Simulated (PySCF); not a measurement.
Ga(H)(Cl)(OH) (ClGaH2O), SMILES [OH][GaH][Cl]. Geometry: PBE0-D3(BJ)/def2-TZVP. Other conformers were not sampled.

Calculation: PySCF 2.14.0 with PBE0-D3(BJ)/def2-TZVP.

Harmonic wavenumbers (cm⁻¹): 170, 362, 429, 466, 590, 714, 842, 2042, 3899. Rotational constants (GHz): 15.89, 3.365, 2.777; symmetry number 1.

Problem. Work out the zero-point energy and the ideal-gas rigid-rotor harmonic-oscillator thermochemistry at 298.15 K and 1 atm.

Solution. ZPE = ½ Σ hcν = ½ × 9514 cm⁻¹ = 13.60 kcal/mol. H − E(el) = 17.12 kcal/mol. Entropy in cal/(mol K): translation 40.34, rotation 25.19, vibration 6.10, total 71.62. G − E(el) = -4.23 kcal/mol. Cp = 16.56 cal/(mol K).
